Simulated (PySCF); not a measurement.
## Working out the excitation energy of Cd

Cd [Kr] 4d10 5s2 (1S) → Cd [Kr] 4d10 5s1 5p1 (3P). Calculation: PySCF 2.14, in aug-cc-pVDZ-PP with ECP28MDF; a scalar-relativistic core potential. Frozen: 4s2 4p6. Energies in hartree (1 hartree = 27.21139 eV):

```tsv
part	Cd (lower)	Cd (upper)
UHF	-166.837873	-166.745700
CCSD correlation	-0.362287	-0.319068
(T)	-0.009323	-0.006112
```

Q: What does Hartree-Fock give?

A: (-166.745700) − (-166.837873) = 0.092173 hartree = 2.508 eV.

Q: What do CCSD and CCSD(T) give?

A: The CCSD correlation energies differ by 0.043219 hartree = 1.176 eV and the triples by 0.003211 hartree = 0.087 eV, so CCSD gives 3.684 eV and CCSD(T) 3.771 eV.

Measured between the centres of the two terms (NIST): 3.874 eV, so CCSD(T) (valence) is off by -0.103 eV.

A double-zeta basis recovers only part of the correlation energy.

What remains against the reference includes basis incompleteness, the frozen core and higher excitations.
